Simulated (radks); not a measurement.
Task: All-electron atom: the cobalt ion Co+ in [Ar] 3d7.5 4p0.5 (fractional occupations, a model configuration). Method: scalar-relativistic Kohn-Sham, SCAN, spin-polarised, spherical densities, finite nucleus; open shells are filled with parallel spins first; meta-GGA in the generalised Kohn-Sham scheme; Fermi nuclear charge, rms radius 3.7875 fm; computed with a radial shooting solver on a logarithmic mesh with Libxc functionals. Some entries of the table are withheld. Estimate them.

orbital  occ.  eigenvalue (eV)  <r^2> (bohr^2)
1s up       1        -7625.238        0.004250
1s down     1        -7625.225        0.004250
2s up       1        -915.8245         0.07685
2s down     1        -914.0875         0.07663
2p up       3        -783.4623         0.06218
2p down     3        -782.1584         0.06196
3s up       1              (1)          0.6925
3s down     1              (2)          0.6971
3p up       3         -75.9903          0.7899
3p down     3         -72.5297          0.7988
3d up       5         -16.5642             (3)
3d down   2.5         -13.3608             (4)
4p up     0.5          -7.4769           13.68

Result: 
(1) 3s up eigenvalue (eV): -114.2169
(2) 3s down eigenvalue (eV): -110.7285
(3) 3d up <r^2> (bohr^2): 1.502
(4) 3d down <r^2> (bohr^2): 1.675
